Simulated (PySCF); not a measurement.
Species: H2Te2.
Bonds: Te1–Te2. Hydrogens: H3 on Te1; H4 on Te2.

Computed by this run: PySCF 2.14.0, PBE0-D3(BJ)/def2-SVP geometry optimisation, gas phase, def2 core potentials past Kr; density fitting, grid level 1; the optimiser is geomeTRIC in internal coordinates, started from a GFN2-xTB structure with every atom displaced at random (about 0.03 Å).

Geometry at step 1:
```
atom  x, y, z in Å
Te1    -0.0207    1.0947   -0.9952
Te2    -0.1320   -1.5094   -0.0549
H3     -0.9916    1.7515    0.1650
H4      1.2275   -1.4272    0.8546
```

Q: Give the atomic forces at this geometry.

A: 
```tsv
atom	Fx (eV/Å)	Fy (eV/Å)	Fz (eV/Å)
Te1	0.233	-0.564	-0.132
Te2	-0.502	0.385	-0.474
H3	-0.202	0.078	0.293
H4	0.471	0.101	0.313
```

The largest, 0.79 eV/Å, acts on Te2; the rms over all components is 0.351 eV/Å. The forces sum to zero within rounding, as they must for an isolated molecule in no field.

Q: Give the force on Te2 in Eh/bohr and in nN.

A: 0.791 eV/Å ÷ 51.422 = 0.01537 Eh/bohr, and 0.791 eV/Å × 1.602 = 1.27 nN.

Q: How far is this geometry from the end of the optimisation?

A: 0.031 eV above it, and 0.051 Å rms away after alignment. The bonds farthest from their final lengths, with half the difference of the two atoms' forces along the bond (positive lengthens):

| bond | now (Å) | final (Å) | force along bond (eV/Å) |
| --- | --- | --- | --- |
| Te1–Te2 | 2.771 | 2.717 | -0.49 |
| Te2–H4 | 1.638 | 1.670 | +0.62 |
| Te1–H3 | 1.649 | 1.670 | +0.41 |

The angle farthest from its final value is Te2–Te1–H3, 96.4° against 95.4°.

Of the 3 listed bonds off by 0.010 Å or more, this force points towards the final length in 3.

What follows is the cost of the whole optimisation. Hardware: an AMD EPYC with one thread, shared host with 64 logical CPUs at a one-minute load of 59. Cost: 22 s wall, 0.27 GiB resident at most.
